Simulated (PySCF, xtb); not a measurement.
AlOF, SMILES [O]=[Al][F].

Harmonic wavenumbers (cm⁻¹) from GFN2-xTB run with xtb at its own minimum, in rising order: 251, 251, 693, 1194.

Problem. What does PBE-D3(BJ)/def2-TZVP (PySCF) give at its own minimum? (The exact figures need the calculation; the answer reports its results.)

Solution. 195, 195, 711, 1129. Paired by order, the mean absolute difference is 49 cm⁻¹ and the zero-point energies are 3.4 and 3.2 kcal/mol.
